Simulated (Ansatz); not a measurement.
C4H9NaO (SMILES CC(C)(C)[O][Na]), singlet, geometry from GFN2-xTB (such geometries of metal compounds can be far from the true shape); HF/6-31G* run with Ansatz (an electronic-structure program).

The Ansatz input:
Ansatz 0.2 input:
```yaml
crystal:
  periodic: [false, false, false]
  atoms:
    - {symbol: Na, position_ang: [1.41416953, 1.64452484, 0.99121953]}
    - {symbol: O, position_ang: [0.00638526, 0.48438095, 0.82645381]}
    - {symbol: C, position_ang: [-0.34210795, -0.36358128, -0.18034111]}
    - {symbol: C, position_ang: [0.75261015, -1.42345878, -0.42643827]}
    - {symbol: C, position_ang: [-1.65128625, -1.09921080, 0.19043998]}
    - {symbol: C, position_ang: [-0.57667651, 0.39883633, -1.50187583]}
    - {symbol: H, position_ang: [0.46412264, -2.11615523, -1.21272031]}
    - {symbol: H, position_ang: [0.92429880, -1.97817725, 0.49249473]}
    - {symbol: H, position_ang: [1.68367264, -0.92366625, -0.71262686]}
    - {symbol: H, position_ang: [-1.49879107, -1.65142879, 1.11299942]}
    - {symbol: H, position_ang: [-1.95379042, -1.78388005, -0.59743711]}
    - {symbol: H, position_ang: [-2.43541732, -0.36628070, 0.35593475]}
    - {symbol: H, position_ang: [0.34667865, 0.90926824, -1.79481754]}
    - {symbol: H, position_ang: [-1.35327420, 1.14432514, -1.35006294]}
    - {symbol: H, position_ang: [-0.87968312, -0.27433875, -2.29951818]}
basis:
  gaussian:
    orbitals: 6-31G*
hamiltonian:
  xc: hf
```

**Question.** Write the output that Ansatz gives for this input, abridged.

**Answer.** 
```
Functional definition: HF
1148 factors; integrals over basis functions are off by at most 6.5e-4 eV
mean field evaluation 1: about -10699.6824 eV, gradient 5.0e1 eV
mean field evaluation 2: about -10699.6991 eV, gradient 5.0e1 eV
mean field evaluation 4: about -10705.1880 eV, gradient 5.3e0 eV
mean field evaluation 8: about -10705.2613 eV, gradient 5.5e-4 eV
mean field -10705.26130038 eV, -393.4110965022 hartree, gradient 2.6e-5 eV, S^2 0.000000; 0 other end points of the search recorded, 0 dependent functions left out
reference -10705.26130038 eV, -393.4110965022 hartree; 26, 26 occupied and 86, 86 virtual orbitals, 1148 factors
Total energy: -10705.26130038 eV, -393.4110965022 hartree
```
